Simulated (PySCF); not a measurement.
**CoO₃⁻, triplet: structure and spectrum**

Level of theory: PySCF, UB3LYP, basis Co def2-SVPD, O def2-SVPD (no relativity, density fitting).

The structure is a minimum.

Coordinates in bohr (charge -1 multiplicity 3):
```
Co    0.0000    0.0000   -0.4824
O     1.3310    0.0000    2.7003
O    -1.3310    0.0000    2.7003
O     0.0000    0.0000   -3.6263
```

* Point group: C2v
* Bond lengths: Co–O 1.664 Å, Co–O 1.826 Å (×2), O–O 1.409 Å
* Bond angles: Co–O–O 67.3° (×2), O–Co–O 45.4°, O–Co–O 157.3° (×2)
* Dipole moment about the centre of mass: 1.54 D
* Highest occupied level (β): -1.09 eV
* Lowest empty level (α): 1.77 eV
* Zero-point energy: 18.4 kJ/mol
* Entropy at 298.15 K and 1 bar (electronic part: spin only): 303.8 J/(mol K)
* Rotational symmetry number: 2
* Heat capacity Cp at 298.15 K: 63.8 J/(mol K)
* Principal polarisabilities: 40.5, 42.2, 86.7 bohr³
* Principal quadrupole moments (Buckingham, traceless) about the centre of mass: -18.88, 8.28, 10.60 D Å
* Enthalpy at 298.15 K above 0 K: 14.99 kJ/mol
* Rotational constants: 1.062, 0.1316, 0.1171 cm⁻¹
* Spin squared ⟨S²⟩: 2.086

Harmonic modes (masses in u: Co 58.933, O 15.995):
| symmetry | ω (cm⁻¹) | IR (km/mol) |
| --- | --- | --- |
| b2 | 100 | 11.6 |
| b1 | 145 | 18.6 |
| a1 | 503 | 0.7 |
| b2 | 503 | 5.6 |
| a1 | 865 | 68.6 |
| a1 | 969 | 251 |

In C2v the vibrations span 2b2 + b1 + 3a1. Here b1 is antisymmetric to the molecular plane and b2 lies in it.

Charges (e); Mulliken and Löwdin values are unreliable with diffuse functions:
| atom | Mulliken | Löwdin | polar tensor | spin (Mulliken) | Mayer order to Co1 |
| --- | --- | --- | --- | --- | --- |
| Co1 | 0.99 | 1.04 | 0.51 | 1.84 | – |
| O2,3 | -0.49 | -0.55 | -0.34 | -0.03 | 0.62 |
| O4 | -1.01 | -0.94 | -0.82 | 0.22 | 1.44 |
Other Mayer orders above 0.3: O–O 0.83.

Mulliken populations on Co1: s 6.67, p 12.18, d 7.16, f 0.00.

Outer orbital energies (eV). α occupied: -5.24, -5.02, -4.73, -4.06, -2.10, -1.97, -1.73, -1.61; empty: 1.77, 4.00, 4.33, 4.62. β occupied: -6.28, -4.18, -4.12, -3.06, -2.51, -2.39, -1.57, -1.09; empty: 2.34, 2.73, 3.06, 4.10.

Other isomers or separated fragments may lie lower. Other spin states or occupations of the open shell can lie lower. The lowest empty level of this anion is unbound, so it and the gap depend on the basis. At this level a triplet minimum of D3h symmetry lies 75 kJ/mol below this structure.

The final relaxation and frequency run took 80 s on 2 threads of a shared Arm Neoverse V1 host, with 103 basis functions and 13 gradients; the process peaked at 1.2 GiB.
